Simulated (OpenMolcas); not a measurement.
## OpenMolcas run: Co³⁺

Input:

```
&GATEWAY
Coord
1

Co 0.0 0.0 0.0
Basis=ANO-L-VTZP
Group=XYZ
NoMove
AngMom=0.0 0.0 0.0
AMFI
&SEWARD
&RASSCF
FileOrb=start.orb
Symmetry=1
Spin=5
nActEl=6 0 0
Inactive=3 6
Ras2=5 0
CIRoot=5 5 1
SDav=5
CIMx=300
Iter=120 100
PrWF=0.3
OrbListing=Nothing
MaxOrb=0
Atom
>>> COPY $Project.JobIph JOB001
&RASSCF
FileOrb=start.orb
Symmetry=1
Spin=3
nActEl=6 0 0
Inactive=3 6
Ras2=5 0
CIRoot=45 45 1
SDav=45
CIMx=300
Iter=120 100
PrWF=0.3
OrbListing=Nothing
MaxOrb=0
Atom
>>> COPY $Project.JobIph JOB002
&RASSCF
FileOrb=start.orb
Symmetry=1
Spin=1
nActEl=6 0 0
Inactive=3 6
Ras2=5 0
CIRoot=50 50 1
SDav=50
CIMx=300
Iter=120 100
PrWF=0.3
OrbListing=Nothing
MaxOrb=0
Atom
>>> COPY $Project.JobIph JOB003
&RASSI
NrOfJobIphs=3 5 45 50
1 2 3 4 5
1 2 3 4 5 6 7 8 9 10 11 12 13 14 15 16 17 18 19 20 21 22 23 24 25 26 27
28 29 30 31 32 33 34 35 36 37 38 39 40 41 42 43 44 45
1 2 3 4 5 6 7 8 9 10 11 12 13 14 15 16 17 18 19 20 21 22 23 24 25 26 27
28 29 30 31 32 33 34 35 36 37 38 39 40 41 42 43 44 45 46 47 48 49 50
IphNames
JOB001
JOB002
JOB003
EJob
SpinOrbit
DIPRint=1.0
SOCoupling=1000.0
Subsets=2
MEES
Property=10
'ANGMOM' 1 'ANGMOM' 2 'ANGMOM' 3 'MLTPL  1' 1 'MLTPL  1' 2 'MLTPL  1' 3
'AMFI' 1 'AMFI' 2 'AMFI' 3 'MLTPL  2' 6
SOProperty=3
'ANGMOM' 1 'ANGMOM' 2 'ANGMOM' 3
```

Launched by
```bash
OMP_NUM_THREADS=1 MOLCAS_MEM=1689 MOLCAS_PROJECT=a pymolcas a.inp > a.log  # once for each step of the input, in one work folder
```

A driver script runs the steps one by one and writes start.orb anew before each from the orbitals found so far.

Output, cut to the results:

```
--- SEWARD ---
Basis set label: CO.ANO-L...6S5P3D2F1G.

      Electronic valence basis set:
      ------------------
      Associated Effective Charge  27.000000 au
      Associated Actual Charge     27.000000 au
      Nuclear Model: Point charge

      Shell  nPrim  nBasis  Cartesian Spherical Contaminant
         s      21       6        X
         p      15       5        X
         d      10       3                 X
         f       6       2                 X
         g       4       1                 X
                  Atomic mean-field integrals
--- RASSCF ---
Wave function specifications:
      -----------------------------

      Number of closed shell electrons          18
      Number of electrons in active shells       6
      Max number of holes in RAS1 space          0
      Max nr of electrons in RAS3 space          0
      Number of inactive orbitals                9
      Number of active orbitals                  5
      Number of secondary orbitals              45
      Spin quantum number                      2.0
      State symmetry                             1
Orbital specifications:
      -----------------------

      Symmetry species                           1   2
                                                ag  au
      Frozen orbitals                            0   0
      Inactive orbitals                          3   6
      Active orbitals                            5   0
      RAS1 orbitals                              0   0
      RAS2 orbitals                              5   0
      RAS3 orbitals                              0   0
      Secondary orbitals                        22  23
      Deleted orbitals                           0   0
      Number of basis functions                 30  29
      Number of CSFs                             5
      Number of root(s) required                 5
      Iter CI   SX   CI       RASSCF       Energy    max ROT     max BLB   max BLB  Level Ln srch  Step   QN
          iter iter root      energy       change     param      element    value   shift minimum  type update
 Nr of preliminary CI iterations:   1
      Total energies have been shifted. Add                -1000.00 au
        1   1    7    0  -378.91597735    0.00E+00  -1.93E-01*   4  12 1  5.41E-01*  0.00   0.00    SX    NO
        2   1    8    0  -379.35384010   -4.38E-01* -5.60E-02    3  11 1 -2.78E-01*  0.00   0.00    SX    NO
        3   1    7    0  -379.40288451   -4.90E-02* -3.87E-02    3  11 1  1.23E-01*  0.00   0.00    SX    NO
        4   1    8    0  -379.41799787   -1.51E-02*  2.68E-02    3  11 1 -8.99E-02*  0.00   0.00    SX    NO
        5   1    7    0  -379.42383400   -5.84E-03* -1.03E-02    3  11 1  5.97E-02*  0.00   0.59    LS   YES
        6   1    6    0  -379.42938541   -5.55E-03* -1.35E-03    8  16 1  3.37E-03*  0.00   1.06    QN   YES
        7   1    6    0  -379.42941034   -2.49E-05*  8.31E-05    3  10 1  3.26E-04*  0.00   0.98    QN   YES
        8   1    5    0  -379.42941052   -1.73E-07*  6.44E-06    3  11 1 -7.03E-05   0.00   1.04    QN   YES
        9   1    4    0  -379.42941052   -3.56E-09  -6.57E-07    3  10 1  1.91E-06   0.00   1.03    QN   YES
      Convergence after  9 iterations
       10   1    4    0  -379.42941052   -6.59E-12  -6.57E-07    3   9 1 -8.07E-08   0.00   1.03    QN   YES
      Natural orbitals and occupation numbers for root  1
      sym 1:   1.000000   2.000000   1.000000   1.000000   1.000000
      Natural orbitals and occupation numbers for root  2
      sym 1:   2.000000   1.000000   1.000000   1.000000   1.000000
      Natural orbitals and occupation numbers for root  3
      sym 1:   1.000000   1.000000   2.000000   1.000000   1.000000
::    RASSCF root number  1 Total energy:  -1379.42941052
::    RASSCF root number  2 Total energy:  -1379.42941052
::    RASSCF root number  3 Total energy:  -1379.42941052
::    RASSCF root number  4 Total energy:  -1379.42941052
::    RASSCF root number  5 Total energy:  -1379.42941052
--- RASSCF ---
Wave function specifications:
      -----------------------------

      Number of closed shell electrons          18
      Number of electrons in active shells       6
      Max number of holes in RAS1 space          0
      Max nr of electrons in RAS3 space          0
      Number of inactive orbitals                9
      Number of active orbitals                  5
      Number of secondary orbitals              45
      Spin quantum number                      1.0
...
--- RASSI ---
SPIN-FREE ENERGIES:
  (Shifted by EMIN (a.u.) =      -1379.4294105206)

 SF State       Relative EMIN(au)   Rel lowest level(eV)    D:o, cm**(-1)      L_eff

     1             0.0000000000        0.0000000000              0.0000         2.0
     2             0.0000000000        0.0000000000              0.0000         2.0
     3             0.0000000000        0.0000000000              0.0000         2.0
     4             0.0000000000        0.0000000000              0.0000         2.0
     5             0.0000000000        0.0000000000              0.0000         2.0
     6             0.1167377187        3.1765951540          25620.9678         5.0
     7             0.1167377187        3.1765951540          25620.9678         5.0
     8             0.1167377187        3.1765951540          25620.9678         5.0
     9             0.1167377187        3.1765951540          25620.9678         5.0
    10             0.1167377187        3.1765951540          25620.9678         5.0
    11             0.1167377187        3.1765951540          25620.9678         5.0
    12             0.1167377187        3.1765951540          25620.9678         5.0
    13             0.1167377187        3.1765951540          25620.9678         5.0
    14             0.1167377187        3.1765951540          25620.9678         5.0
    15             0.1167377187        3.1765951540          25620.9678         5.0
    16             0.1167377187        3.1765951540          25620.9678         5.0
    17             0.1301798013        3.5423728534          28571.1639         1.0
    18             0.1301798013        3.5423728534          28571.1639         1.0
    19             0.1301798013        3.5423728534          28571.1639         1.0
    20             0.1341216623        3.6496363570          29436.3024         3.0
    21             0.1341216623        3.6496363570          29436.3024         3.0
...
```

Levels above the lowest, from the spin-orbit matrix, grouped by J:

```
Configuration   Term  J  E (cm⁻¹)  Measured (cm⁻¹)      g  Term weight %
          3d⁶     ⁵D  4       0.0              0.0  1.501            100
          3d⁶     ⁵D  3       644              639  1.501            100
          3d⁶     ⁵D  2      1096             1078  1.501            100
          3d⁶     ⁵D  1      1387                   1.501            100
          3d⁶     ⁵D  0      1530             1494                   100
          3d⁶     ³H  6     25941            23680  1.167            100
          3d⁶     ³H  5     26268            24032  1.036             99
          3d⁶     ³H  4     26507            24272  0.805             98
          3d⁶  ³P(1)  2     28307            22883  1.500            100
          3d⁶  ³F(1)  4     29675            25396  1.237             94
          3d⁶  ³F(1)  3     30040            25736  1.071             96
          3d⁶  ³P(1)  1     30185            24729  1.499            100
          3d⁶  ³F(1)  2     30313            25969  0.667            100
          3d⁶  ³P(1)  0     30952            25449                    99
          3d⁶     ³G  5     32763            29022  1.198             99
          3d⁶     ³G  4     33372            29592  1.058             94
          3d⁶     ³G  3     33630            29868  0.763             96
          3d⁶     ¹I  6     39109            35943  1.001            100
          3d⁶  ¹G(1)  4     41312            36683  1.001             99
          3d⁶     ³D  1     42369                   0.501            100
          3d⁶     ³D  2     42397                   1.167             99
          3d⁶     ³D  3     42580            36554  1.333            100
          3d⁶  ¹S(1)  0     47983            41442                    99
          3d⁶  ¹D(1)  2     51318            42342  1.001             99
```

Against the 20 measured excited levels shown (Sugar and Corliss, J. Phys. Chem. Ref. Data 10, 1097 (1981)) the mean absolute deviation is 3800 cm-1; the largest miss in energy is 3d⁶ ¹D₂(1): computed 51318, measured 42342 cm⁻¹ (+21.2 %).

Without dynamic correlation excited terms often stand tens of per cent too high (terms of higher spin than the ground term too low), and those without a measured partner can miss by more than the paired ones. Computed and measured levels are paired by configuration, term and J; levels that our copy of the source lacks, or whose pairing is in doubt (as where it misses far off the trend of its configuration), stay unpaired and out of the deviations. Only configurations of the active space appear. The table shows the lowest 24 of 34 levels.

The term weight is that of the spin-free term in the level, not the purity of its configuration. A number in round brackets counts repeated terms of one configuration in the order of the reference energies.
